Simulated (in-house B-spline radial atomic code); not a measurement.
Values are calculated unless marked as measured or tabulated.
## What the choice of pseudopotential does to G0W0 on PBE0: Al⁺

All numbers come from an all-electron radial atomic-structure program (B-spline basis), non-relativistic, configuration [Ne] 3s2, open shells at high spin. Semilocal Troullier-Martins pseudo-atoms, one channel per l, are made with PBE or LDA for several valence sets and radii, with or without a model core, and set against the all-electron atom. One channel fits only the lowest state of its l, so a second state of that l is approximate. All electrons give 3s: PBE0 -15.739 eV, G0W0 -18.979 eV, 2p: PBE0 -82.78 eV, G0W0 -90.57 eV. Potentials are made in the ion's own configuration unless the neutral atom is named, and a smooth local potential serves every l without a channel. Potentials that miss their own reference levels by more than 6 millihartree, or need radii over 3.5 bohr, are left out. Columns give pseudo minus all-electron, in eV; a dash marks a level in the core or of low weight.

```json
{"valence": "3s", "made with": "PBE, neutral atom", "radii (bohr)": "s 2.41 p 3.06", "model core (bohr)": "none", "3s PBE0": "+0.01", "3s G0W0": "+0.09", "2p PBE0": "-", "2p G0W0": "-"}
{"valence": "3s", "made with": "LDA, neutral atom", "radii (bohr)": "s 1.85 p 2.35", "model core (bohr)": "1.35", "3s PBE0": "+0.13", "3s G0W0": "+0.24", "2p PBE0": "-", "2p G0W0": "-"}
{"valence": "2p 3s", "made with": "LDA, neutral atom", "radii (bohr)": "s 1.64 p 0.52", "model core (bohr)": "none", "3s PBE0": "-0.06", "3s G0W0": "-0.28", "2p PBE0": "+0.79", "2p G0W0": "+2.61"}
{"valence": "2p 3s", "made with": "LDA", "radii (bohr)": "s 1.81 p 0.58", "model core (bohr)": "none", "3s PBE0": "-0.06", "3s G0W0": "-0.28", "2p PBE0": "+0.84", "2p G0W0": "+2.65"}
{"valence": "2p 3s", "made with": "PBE, neutral atom", "radii (bohr)": "s 2.41 p 0.74", "model core (bohr)": "none", "3s PBE0": "-0.06", "3s G0W0": "-0.31", "2p PBE0": "+1.38", "2p G0W0": "+3.46"}
{"valence": "2p 3s", "made with": "PBE, neutral atom", "radii (bohr)": "s 1.88 p 0.58", "model core (bohr)": "0.18", "3s PBE0": "-0.06", "3s G0W0": "-0.28", "2p PBE0": "+1.92", "2p G0W0": "+3.79"}
{"valence": "2p 3s", "made with": "PBE, neutral atom", "radii (bohr)": "s 2.09 p 0.65", "model core (bohr)": "0.18", "3s PBE0": "-0.05", "3s G0W0": "-0.28", "2p PBE0": "+1.94", "2p G0W0": "+3.87"}
{"valence": "2p 3s", "made with": "PBE", "radii (bohr)": "s 2.61 p 0.84", "model core (bohr)": "0.18", "3s PBE0": "-0.08", "3s G0W0": "-0.34", "2p PBE0": "+2.02", "2p G0W0": "+4.23"}
{"valence": "2s 2p 3s", "made with": "LDA, neutral atom", "radii (bohr)": "s 0.40 p 0.52", "model core (bohr)": "none", "3s PBE0": "-0.01", "3s G0W0": "-0.04", "2p PBE0": "-0.27", "2p G0W0": "+0.06"}
{"valence": "2s 2p 3s", "made with": "LDA", "radii (bohr)": "s 0.45 p 0.58", "model core (bohr)": "none", "3s PBE0": "-0.01", "3s G0W0": "-0.04", "2p PBE0": "-0.28", "2p G0W0": "+0.03"}
{"valence": "2s 2p 3s", "made with": "PBE", "radii (bohr)": "s 0.50 p 0.65", "model core (bohr)": "none", "3s PBE0": "-0.03", "3s G0W0": "-0.07", "2p PBE0": "+0.10", "2p G0W0": "+0.42"}
{"valence": "2s 2p 3s", "made with": "LDA", "radii (bohr)": "s 0.57 p 0.74", "model core (bohr)": "none", "3s PBE0": "-0.02", "3s G0W0": "-0.06", "2p PBE0": "-0.30", "2p G0W0": "-0.01"}
{"valence": "2s 2p 3s", "made with": "PBE", "radii (bohr)": "s 0.45 p 0.58", "model core (bohr)": "0.18", "3s PBE0": "-0.02", "3s G0W0": "-0.06", "2p PBE0": "+0.17", "2p G0W0": "+0.49"}
{"valence": "2s 2p 3s", "made with": "PBE, neutral atom", "radii (bohr)": "s 0.64 p 0.84", "model core (bohr)": "0.18", "3s PBE0": "-0.01", "3s G0W0": "-0.05", "2p PBE0": "+0.25", "2p G0W0": "+0.55"}
```

Task: How does the G0W0 shift of 3s, which all sets hold, depend on the valence set?

Result: Mean size: 2s 2p 3s: 0.06 eV; 3s: 0.17 eV; 2p 3s: 0.29 eV. A larger valence set can do worse when it takes only part of a shell, whose exchange with the frozen rest is then left to the functional. The means mix radii and the functional used in making the potentials.
